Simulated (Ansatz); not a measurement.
Cl2H4N2Ti (`[NH2][Ti]([NH2])([Cl])[Cl]`) at its PBE0-D4/def2-TZVP geometry, where that method's forces vanish. Total charge 0; spin multiplicity 1.

```xyz
9

N    -0.2778   -0.1315    1.5381
Ti    0.3911    0.4567   -0.0906
N    -0.3807   -0.6353   -1.3700
Cl   -0.2272    2.5532   -0.4173
Cl    2.5868    0.2044   -0.1096
H    -0.9272   -0.8904    1.6804
H    -0.0184    0.2939    2.4191
H     0.0642   -1.4582   -1.7550
H    -1.2107   -0.3929   -1.8950
```

**Question.** What forces (eV/Å) does r2SCAN-D4/def2-TZVPP give on these atoms in Ansatz 0.2.0? (Best estimate.)

**Answer.** Ansatz gave: 
```
N1  -0.101 -0.093  0.213
Ti2  0.143  0.161 -0.073
N3  -0.103 -0.142 -0.140
Cl4 -0.053  0.170 -0.023
Cl5  0.178 -0.023  0.002
H6  -0.025 -0.024  0.047
H7  -0.006 -0.001  0.050
H8  -0.004 -0.034 -0.037
H9  -0.027 -0.014 -0.039
```
